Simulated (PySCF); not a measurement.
FH3O3Sn, SMILES [OH][Sn]([OH])([F])[OH]. Geometry optimised at PBE0-D3(BJ)/def2-SVP. The structure was generated by enumeration; whether it is a known compound was not checked. The def2 effective core potentials stand for the cores of Sn; spin–orbit coupling is left out. The values are those of a single conformer.

Task: Give the equilibrium geometry at PBE0-D3(BJ)/def2-SVP (PySCF confirms it by a frequency run) as bond lengths and angles. (Estimate from the structure and the level; the computed values follow.)

Result: This is not unique; one that fits is 
Atoms: O1 Sn2 O3 O4 F5 H6 H7 H8. Bonded distances (Å): O1–Sn2 1.955, O1–H6 0.966, Sn2–O3 1.955, Sn2–O4 1.955, Sn2–F5 1.933, O3–H7 0.966, O4–H8 0.966. Bond angles (°): Sn2–O1–H6 111.7, O1–Sn2–O3 110.9, O1–Sn2–O4 110.9, O1–Sn2–F5 107.9, O3–Sn2–O4 110.8, O3–Sn2–F5 108.0, O4–Sn2–F5 108.0, Sn2–O3–H7 111.7, Sn2–O4–H8 111.7.
